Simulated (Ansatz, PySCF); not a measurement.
Species: sum formula SiH2ClF (charge 0, singlet). 
Coordinates optimised at B3LYP-D3(BJ)/def2-TZVP (Ansatz, an electronic-structure program):
```xyz
5

Si    -0.6602    -0.3653    -0.0183
F     -1.3303     1.0796    -0.1089
Cl     1.3732    -0.1459     0.0740
H     -1.0030    -1.1093    -1.2389
H     -1.1251    -1.0119     1.2173
```
Charge 0, spin multiplicity 1.

Dipole moments at this geometry, in debye (magnitudes).

```
level                    program  dipole (D)
-----------------------  -------  ----------
HF/def2-TZVPD              PySCF        1.59
PBE/def2-TZVPD            Ansatz        1.30
BLYP/def2-TZVPD           Ansatz        1.31
revPBE/def2-TZVPD         Ansatz        1.28
BP86/def2-TZVPD            PySCF        1.29
B3LYP/def2-TZVPD          Ansatz        1.40
PBE0/def2-TZVPD            PySCF        1.40
r2SCAN0/def2-TZVPD        Ansatz        1.42
PW6B95/def2-TZVPD          PySCF        1.41
HSE06/def2-TZVPD          Ansatz        1.40
CAM-B3LYP/def2-TZVPD      Ansatz        1.46
LC-wPBE/def2-TZVPD        Ansatz        1.46
wB97M-V/def2-TZVPD        Ansatz        1.38
CCSD(T)/aug-cc-pV(D+d)Z   Ansatz        1.41
```
